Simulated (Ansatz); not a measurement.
Cost and result for the atomization energy of C$_{2}$H$_{6}$ClIn, SMILES `ClC[CH2][InH2]` (10 atoms, 9 bonds).

```csv
atom,x (Å),y (Å),z (Å)
Cl1,1.740,-1.028,0.060
C2,-0.023,-1.232,-0.391
C3,-0.844,-0.143,0.240
In4,0.468,1.612,0.248
H5,-0.029,-1.185,-1.479
H6,-0.261,-2.247,-0.073
H7,-1.762,0.009,-0.333
H8,-1.115,-0.398,1.266
H9,0.893,2.290,-1.284
H10,0.934,2.323,1.747
```

Charge 0, multiplicity 1. Correlated methods include outer-core shells of In, which these sets cover unevenly. In takes the def2 core potential. The geometry is a stationary point of PBE0-D4/def2-TZVP. It is one conformer, not always the lowest. Program: Ansatz. All runs use 4 threads of an Arm Neoverse V1 on a shared host. Times are those of one run each, without the atoms' runs, and a repeat can differ threefold. Electronic energies, without spin–orbit coupling; frozen cores. CCSD(T)/CBS adds CCSD(T) − MP2 in def2-TZVPP to the MP2 limit, and its time is that of the two runs behind it. T1 = 0.012. With those shells the extrapolation isn't a true limit. B3LYP takes the VWN-RPA correlation (the form of Gaussian; ORCA's B3LYP/G).

CCSD(T)/CBS is a level of theory with its own doubt, some kJ/mol a heavy atom from the limit and from the frozen cores, so smaller differences don't rank the functionals.

```
                            level  functions  wall time
           LDA (SPW92)/def2-TZVPP        238      1.4 s
               BLYP-D4/def2-TZVPP        238      2.6 s
             revPBE-D4/def2-TZVPP        238      2.6 s
  PBE-D4/def2-TZVPP (with forces)        238      3.2 s
B3LYP-D4/def2-TZVPP (with forces)        238      5.5 s
            r2SCANh-D4/def2-TZVPP        238      5.5 s
                 CCSD(T)/def2-SVP        102        6 s
              PBE-QIDH/def2-TZVPP        238      8.5 s
                B97M-V/def2-TZVPP        238       11 s
               ωB97X-V/def2-TZVPP        238       12 s
                   MP2/def2-QZVPP        446       37 s
               CCSD(T)/def2-TZVPP        238      3 min
                CCSD(T)/CBS(def2)          –    3.6 min
```

Question: What atomization energy does each give, and how far from CCSD(T)/CBS? (Estimate.)

Answer: The calculation gave: 
```tsv
level	atomization (kcal/mol)	difference from CCSD(T)/CBS	per bond
LDA (SPW92)/def2-TZVPP	857.3	104.3	11.6
BLYP-D4/def2-TZVPP	738.9	-14.1	-1.6
revPBE-D4/def2-TZVPP	742.0	-11.0	-1.2
PBE-D4/def2-TZVPP (with forces)	759.4	6.4	0.7
B3LYP-D4/def2-TZVPP (with forces)	745.0	-8.0	-0.9
r2SCANh-D4/def2-TZVPP	749.4	-3.6	-0.4
CCSD(T)/def2-SVP	712.5	-40.5	-4.5
PBE-QIDH/def2-TZVPP	748.2	-4.8	-0.5
B97M-V/def2-TZVPP	755.6	2.6	0.3
ωB97X-V/def2-TZVPP	754.3	1.3	0.1
MP2/def2-QZVPP	749.0	-4.0	-0.4
CCSD(T)/def2-TZVPP	735.0	-18.0	-2.0
CCSD(T)/CBS(def2)	753.0	0.0	0.0
```

At CCSD(T), def2-SVP lies −40.5 kcal/mol from the extrapolated value and def2-TZVPP −18.0 kcal/mol: correlation converges slowly with the basis, and small sets miss more of it in the bonded molecule than in its fragments. In def2-TZVPP, CCSD(T) changes the Hartree–Fock value by +185.5 kcal/mol (the triples alone add +11.0 kcal/mol) and MP2 by +188.9 kcal/mol; breaking electron pairs costs correlation energy, which Hartree–Fock lacks. Leaving LDA and LC-ωPBE aside and taking each functional with its dispersion term where it has one, the values, not all of them listed here, spread over 29.1 kcal/mol, from BHLYP-D4 to PBE-D4. LDA lies +103.2 kcal/mol from PBE without D4, its usual overbinding.

Spin–orbit coupling would lower the free In atoms strongly, and the atomization energy with them, by more than many differences here.
